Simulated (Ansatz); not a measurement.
**Question.** Name a neutral molecule of C, F, Ge, N and H with LUMO energy (ωB97M-V/def2-TZVPP) between 1.95 and 2.25 eV and HOMO–LUMO gap (B3LYP/def2-TZVPP) between 7.90 and 8.20 eV (Ansatz, PBE0-D4/def2-TZVP geometry).

**Answer.** `[CH3][GeH]([NH2])[F]` (2.21 eV, 7.98 eV). Other molecules can fit too; these were computed, each in one conformer that needn't be the lowest.

B3LYP here is the variant with VWN-RPA as its local correlation; programs differ in this.
